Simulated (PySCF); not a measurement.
Species: C4H10N3P.
Geometry (GFN2-xTB, Å), atoms numbered from 1 in this order:
```xyz
18
C4H10N3P angstrom
C     -2.3150   -0.8333   -0.8340
N     -1.1676   -0.2587   -0.1746
C     -0.7877   -0.7328    1.0869
C      0.5060   -0.5457    1.3400
N      1.1827    0.0737    0.2865
C      2.6104   -0.0790    0.1588
P      0.1630    0.4186   -1.0472
N     -0.0171    2.0931   -0.7628
H     -3.2284   -0.5761   -0.2895
H     -2.3822   -0.4197   -1.8401
H     -2.2525   -1.9242   -0.9084
H     -1.5354   -1.1423    1.7408
H      1.0392   -0.7729    2.2447
H      2.9161   -1.1300    0.1063
H      3.1144    0.3858    1.0105
H      2.9322    0.4263   -0.7507
H     -0.3937    2.3727    0.1358
H     -0.3932    2.6509   -1.5148
```

Computed at PBE0/pcSseg-1 (PySCF, non-relativistic), with Q(14N) = 0.02044 b: N2, 14N (I = 1): χzz = -5.093 MHz, η = 0.184; N5, 14N (I = 1): χzz = -5.227 MHz, η = 0.143; N8, 14N (I = 1): χzz = -4.624 MHz, η = 0.139.

(1) Where would the pure quadrupole (NQR) lines of 14N at N2 fall for the rigid, isolated species?

(2) Find the zero-field quadrupole resonance frequencies of 14N at N5.

(3) Where would the pure quadrupole (NQR) lines of 14N at N8 fall for the rigid, isolated species?

## Answers

(1) From ν± = (3/4)|χ|(1 ± η/3) and ν0 = |χ|η/2: ν+ 4.053 MHz, ν− 3.586 MHz, ν0 0.467 MHz (nitrogen bonded to 2 C and P).

(2) From ν± = (3/4)|χ|(1 ± η/3) and ν0 = |χ|η/2: ν+ 4.108 MHz, ν− 3.733 MHz, ν0 0.375 MHz (nitrogen bonded to 2 C and P).

(3) From ν± = (3/4)|χ|(1 ± η/3) and ν0 = |χ|η/2: ν+ 3.629 MHz, ν− 3.307 MHz, ν0 0.322 MHz (nitrogen bonded to P and 2 H).

In a crystal, neighbours and librations shift these lines. GFN2-xTB bond lengths can be off by several hundredths of an ångström, more for odd bonds, and the gradients follow them. These gradients aren't converged with respect to the basis.

One conformer stands for the species.
